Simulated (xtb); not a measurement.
A geometry relaxed with GFN2-xTB run with xtb 6.7.1, charge 0, multiplicity 1:

```xyz
4

H      1.1205    -0.3170     0.0002
H     -0.8348    -0.8118     0.0000
B      0.0000     0.0000     0.0000
H     -0.2857     1.1289    -0.0002
```

Task: Write the SMILES of this molecule.

Result: `B`
